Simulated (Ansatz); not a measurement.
Consider the formal exchange of groups at the Al–Si bond: `[SiH3][AlH][GeH3]` + CH₄ → `[CH3][AlH][GeH3]` + SiH₄.

Calculated with Ansatz (gas phase, PBE0-D4/def2-TZVP geometries, no zero-point term in ΔE). CBS: MP2 limit from def2 TZ/QZ plus the TZ coupled-cluster correction, frozen cores. This one scheme is used for every species. Functionals use def2-TZVPP. For Ge outer-core shells are correlated without core-valence functions, which leaves a few kJ/mol of doubt a bond. Scalar relativity is left out up to krypton.

```json
{"level": "LDA (SPW92)", "ΔE (kcal/mol)": "4.5"}
{"level": "r2SCAN0-D4", "ΔE (kcal/mol)": "3.4"}
{"level": "MP2/def2-SVP", "ΔE (kcal/mol)": "1.9"}
{"level": "MP2/def2-QZVPP", "ΔE (kcal/mol)": "1.0"}
```

What does CCSD(T)/CBS give? (An estimate is asked.)

Ansatz gave: +2.7 kcal/mol. The listed levels differ from it by 1.8, 0.7, -0.8, -1.7 kcal/mol.

Largest T1 diagnostic among the species: 0.013.

Leaving LDA and LC-ωPBE aside and taking each functional with its dispersion term where it has one, the values, not all of them listed here, spread over 4.5 kcal/mol, from ωB97M-V to PBE-D4. LDA lies −0.8 kcal/mol from PBE without D4. From BLYP to BHLYP (50 % exact exchange), in def2-TZVPP and without D4, ΔE moves by −0.9 kcal/mol.
